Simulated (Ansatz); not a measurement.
Computed with Ansatz on PBE0-D4/def2-TZVP structures; ΔE is electronic, products minus reactants. CBS: MP2 limit from def2 TZ/QZ plus the TZ coupled-cluster correction, frozen cores. This one scheme is used for every species. DFT in def2-TZVPP. B3LYP here is the variant with VWN-RPA as its local correlation; programs differ in this. One conformer a species, not always the lowest.

Consider the redistribution: `NB(Cl)Cl` + `C[O][Al]([F])[SH]` → `COB(Cl)Cl` + `[NH2][Al]([F])[SH]`.

`NB(Cl)Cl`:

Z-matrix (Å, degrees):
```
N
B 1 1.384
H 1 1.005 2 122.3
H 1 1.005 2 122.3 3 180.0
Cl 2 1.761 1 120.3 3 -180.0
Cl 2 1.761 1 120.3 3 0.0
```

`C[O][Al]([F])[SH]`:

Cartesian coordinates in Å:
```
C 0.285 -1.747 -0.333
O -0.175 -0.592 0.308
Al -0.125 1.062 0.125
F 0.656 1.770 -1.140
S -1.113 2.301 1.593
H 0.855 -1.521 -1.241
H 0.929 -2.316 0.344
H -0.563 -2.382 -0.609
H -0.748 3.425 0.952
```

`COB(Cl)Cl`:

Cartesian coordinates in Å:
```
C 1.088 -0.087 -0.383
O 0.118 0.546 0.433
B -1.168 0.215 0.517
Cl -2.192 1.152 1.586
Cl -1.884 -1.116 -0.391
H 1.973 -0.263 0.228
H 0.721 -1.032 -0.786
H 1.346 0.585 -1.203
```

`[NH2][Al]([F])[SH]`:

```xyz
7

N    -1.139   -0.369   -0.843
Al    0.053    0.040    0.374
F    -0.380    0.036    1.964
S     2.096    0.556   -0.153
H    -2.094   -0.614   -0.644
H    -0.964   -0.391   -1.834
H     2.428    0.741    1.137
```

Problem. Is it downhill or uphill in electronic energy at CCSD(T)/CBS, and by how much? (An estimate is asked.)

Solution. Ansatz gave: Uphill: ΔE = +6.7 kcal/mol.

Problem. What do these levels give: PBE-D4, PBE0-D4, B3LYP-D4, ωB97X-V, ωB97M-V, B2PLYP, PBE0, CCSD(T)/def2-TZVPP, HF/def2-QZVPP, MP2/def2-QZVPP, MP2/CBS(def2), CCSD/CBS(def2)? (Estimate.)

Solution. Ansatz gave: PBE-D4 6.8, PBE0-D4 7.2, B3LYP-D4 7.4, ωB97X-V 7.1, ωB97M-V 7.0, B2PLYP 7.4, PBE0 7.4, CCSD(T)/def2-TZVPP 6.8, HF/def2-QZVPP 8.2, MP2/def2-QZVPP 7.0, MP2/CBS(def2) 6.9, CCSD/CBS(def2) 7.1 kcal/mol.

Largest T1 diagnostic among the species: 0.012.

In def2-TZVPP, CCSD(T) changes the Hartree–Fock value by −1.5 kcal/mol (the triples alone add −0.4 kcal/mol) and MP2 by −1.2 kcal/mol.
